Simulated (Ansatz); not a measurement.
Li₅Al₃⁺. Charge 1, multiplicity 2. Geometry r2SCAN-D4/def2-SVP, that of the neutral singlet; atoms count from 1.

Cartesian coordinates in Å:
```
Al -0.4950 0.7414 0.1433
Al 1.9414 0.2466 0.7416
Al 0.5592 -1.5423 -0.6609
Li -1.9210 -1.5720 0.3722
Li -1.2710 -0.3640 -2.2377
Li -2.7289 1.9718 0.1330
Li 0.8285 2.5729 1.5702
Li 3.0868 -2.0543 -0.0617
```

Another isomer (singlet) lies 0.03 eV lower at PBE0-D4/def2-TZVP; other spin states weren't run for this one.

Estimate the Mulliken populations from the PBE0/def2-TZVP orbitals of Ansatz.


```csv
atom,charge (e),spin (α − β)
Al1,-1.39,-0.03
Al2,-0.28,0.40
Al3,-0.72,0.49
Li4,0.64,0.05
Li5,0.66,0.06
Li6,0.68,-0.01
Li7,0.73,0.07
Li8,0.68,-0.02
```
Mulliken values depend strongly on the basis.

Where does the spin sit?

Summed by element: Al 0.85, Li 0.15, of 1 unpaired in all. Largest on single atoms: Al3 0.49, Al2 0.40, Li7 0.07.

And the Mayer bond orders between heavy atoms (over 0.3)?

Al1–Al2 0.87 (2.56 Å); Al1–Al3 1.03 (2.64 Å); Al1–Li6 0.41 (2.55 Å); Al2–Al3 0.77 (2.66 Å).
